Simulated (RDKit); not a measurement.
RDKit input (MMFF94):

```python
from rdkit import Chem
from rdkit.Chem import AllChem, rdDetermineBonds

mol = Chem.MolFromXYZFile('mol.xyz')
rdDetermineBonds.DetermineBonds(mol, charge=-1)
print('SMILES', Chem.MolToSmiles(Chem.RemoveHs(mol)))
ff = AllChem.MMFFGetMoleculeForceField(mol, AllChem.MMFFGetMoleculeProperties(mol))
e0 = ff.CalcEnergy()
flag = ff.Minimize(maxIts=5000, forceTol=1e-5)
print(f'energy {e0:.4f} -> {ff.CalcEnergy():.4f} kcal/mol, converged: {flag == 0}')
print(Chem.MolToXYZBlock(mol))
```
mol.xyz:
```
5

C     -1.15883105    -0.01847565    -0.06229433
N      0.23205449    -0.01180046    -0.00486002
C      1.40595747    -0.07138145    -0.02931754
H     -1.57509069    -0.35903733     0.89087131
H     -1.53204927     0.98078321    -0.30717996
```

Output:

```
SMILES [C-2]=[N+]=C
energy 65.7580 -> -4.7144 kcal/mol, converged: True
5

C     -1.108270    0.199582    0.183187
N      0.176968   -0.011208   -0.005940
C      1.602590   -0.245021   -0.215724
H     -1.672767   -0.418980    0.893945
H     -1.626480    0.995716   -0.368248
```

The dipole moment of an ion depends on the origin.

The geometry given is a B3LYP-D3(BJ)/def2-TZVP minimum.
